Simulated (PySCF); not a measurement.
Relaxation of quartet [TcCl3]+

Method: UPBE/[Tc def2-SVP with ECP28, Cl def2-SVP], scalar-relativistic core potentials, density fitting, no spin–orbit coupling, PySCF. A (50,194) grid was used.

A hand-made T-shaped start, of C2v symmetry, held to at least that symmetry:

```xyz
4
charge 1 multiplicity 4, angstrom
Tc    0.0000    0.0000   -0.4083
Cl    0.0000    0.0000    1.8163
Cl    2.2232    0.0000   -0.3307
Cl   -2.2232    0.0000   -0.3307
```

At each step, columns x, y, z (Å) and Fx, Fy, Fz (eV/Å):

```
step 0  E − E(last) = 125.83 kJ/mol
Tc   0.000   0.000  -0.408   0.000  -0.078   1.611
Cl   0.000   0.000   1.816   0.000  -0.002  -0.021
Cl   2.223   0.000  -0.331   0.152   0.040  -0.795
Cl  -2.223   0.000  -0.331  -0.152   0.040  -0.795
step 1  E − E(last) = 99.97 kJ/mol
Tc   0.000   0.000  -0.328   0.000  -0.001   1.898
Cl   0.000   0.000   1.874   0.000   0.000  -0.065
Cl   2.226   0.000  -0.400   0.053   0.000  -0.916
Cl  -2.226   0.000  -0.400  -0.053   0.000  -0.916
step 2  E − E(last) = 72.45 kJ/mol
Tc   0.000   0.000  -0.236   0.000   0.000   1.391
Cl   0.000   0.000   1.939   0.000   0.000   0.082
Cl   2.224   0.000  -0.478  -0.343   0.000  -0.736
Cl  -2.224   0.000  -0.478   0.343   0.000  -0.736
step 3  E − E(last) = 35.22 kJ/mol
Tc   0.000   0.000  -0.019   0.000   0.000  -0.981
Cl   0.000   0.000   2.095   0.000   0.000   1.050
Cl   2.178   0.000  -0.665  -1.247   0.000  -0.035
Cl  -2.178   0.000  -0.665   1.247   0.000  -0.035
step 4  E − E(last) = 20.33 kJ/mol
Tc   0.000   0.000   0.037   0.000   0.000  -0.657
Cl   0.000   0.000   2.178   0.000   0.000   0.471
Cl   2.117   0.000  -0.734  -1.094   0.000   0.093
Cl  -2.117   0.000  -0.734   1.093   0.000   0.093
step 5  E − E(last) = 4.85 kJ/mol
Tc   0.000   0.000   0.086   0.001   0.000   0.553
Cl   0.000   0.000   2.268   0.000   0.000  -0.223
Cl   1.997   0.000  -0.803  -0.143   0.000  -0.165
Cl  -1.997   0.000  -0.803   0.142   0.000  -0.165
step 6  E − E(last) = 0.73 kJ/mol
Tc   0.000   0.000   0.177   0.001   0.000  -0.301
Cl   0.000   0.000   2.351   0.000   0.000   0.017
Cl   1.919   0.000  -0.890  -0.318   0.000   0.142
Cl  -1.919   0.000  -0.890   0.317   0.000   0.142
step 7  E − E(last) = 0.00 kJ/mol
Tc   0.000   0.000   0.184   0.000   0.000   0.018
Cl   0.000   0.000   2.361   0.000   0.000  -0.015
Cl   1.889   0.000  -0.899  -0.016   0.000  -0.002
Cl  -1.889   0.000  -0.899   0.015   0.000  -0.002
step 8  E − E(last) = 0.00 kJ/mol
Tc   0.000   0.000   0.188   0.000   0.000  -0.005
Cl   0.000   0.000   2.365   0.000   0.000  -0.001
Cl   1.884   0.000  -0.903  -0.002   0.000   0.003
Cl  -1.884   0.000  -0.903   0.003   0.000   0.003
```

It ends at D3h with Tc–Cl 2.177 Å (×3); Cl–Tc–Cl 120.0° (×3) (after a last refinement on a finer grid). A frequency run shows a minimum.

Open d and f shells are described by one determinant, and the ground state may have another occupation or spin.
